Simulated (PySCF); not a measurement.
Relaxation of triplet OsN2

Method: PySCF, UPBE0, basis Os def2-TZVP with ECP60, N def2-TZVP (scalar-relativistic core potentials, no spin–orbit coupling, density fitting). A (50,194) grid was used.

A hand-made end-on start, of Cs symmetry, held to at least that symmetry:

Coordinates in bohr (charge 0 multiplicity 3):
```
Os   -0.1256    0.0000   -0.5678
N    -0.1256    0.0000    3.3250
N     1.8473    0.0000    4.4589
```

Optimiser trace:
```json
{"step": "0", "E − E(last) (kJ/mol)": "170.05", "largest gradient (Eh/bohr)": "0.13380"}
{"step": "1", "E − E(last) (kJ/mol)": "125.97", "largest gradient (Eh/bohr)": "0.11423"}
{"step": "2", "E − E(last) (kJ/mol)": "71.46", "largest gradient (Eh/bohr)": "0.04688"}
{"step": "3", "E − E(last) (kJ/mol)": "49.25", "largest gradient (Eh/bohr)": "0.08484"}
{"step": "4", "E − E(last) (kJ/mol)": "36.30", "largest gradient (Eh/bohr)": "0.08288"}
{"step": "5", "E − E(last) (kJ/mol)": "16.20", "largest gradient (Eh/bohr)": "0.05299"}
{"step": "6", "E − E(last) (kJ/mol)": "1.74", "largest gradient (Eh/bohr)": "0.01207"}
{"step": "7", "E − E(last) (kJ/mol)": "0.17", "largest gradient (Eh/bohr)": "0.00331"}
{"step": "8", "E − E(last) (kJ/mol)": "0.01", "largest gradient (Eh/bohr)": "0.00365"}
{"step": "9", "E − E(last) (kJ/mol)": "0.04", "largest gradient (Eh/bohr)": "0.00602"}
{"step": "10", "E − E(last) (kJ/mol)": "0.00", "largest gradient (Eh/bohr)": "0.00009"}
{"step": "11", "E − E(last) (kJ/mol)": "0.00", "largest gradient (Eh/bohr)": "0.00002"}
```

It ends at C∞v with N–N 1.116 Å, Os–N 1.814 Å; N–N–Os 180.0°. A frequency run shows a minimum. Other isomers or separated fragments may lie lower.

Final geometry:
```xyz
3
charge 0 multiplicity 3, angstrom
Os   -0.1002    0.0000   -0.2849
N     0.5017    0.0000    1.4267
N     0.8718    0.0000    2.4794
```

Other spin states or occupations of the open shell can lie lower. No spin–orbit coupling is included, which matters more the heavier the element.
